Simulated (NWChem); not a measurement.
Species: SiNH2Cl, singlet; SMILES N[Si]Cl

```xyz
5

Si     0.7198     0.6010     0.0000
Cl    -0.1500    -1.3309     0.0000
N     -0.7329     1.5088     0.0000
H     -1.6745     1.1241     0.0000
H     -0.7227     2.5246     0.0000
```
Atoms are numbered in this order, from 1.

Computed with NWChem. Low-valent species are run as closed-shell singlets; no triplet was tried in these runs. All runs use the structure optimised with PBE0/def2-SVP. B3LYP is NWChem's, with the RPA form of VWN correlation.

### Question
What does the run give for B3LYP/STO-3G? Quantities: highest occupied level (eV); orbital gap (eV); dipole (D).

### Answer
```yaml
highest occupied level (eV): -4.23
orbital gap (eV): 6.20
dipole (D): 3.72
```
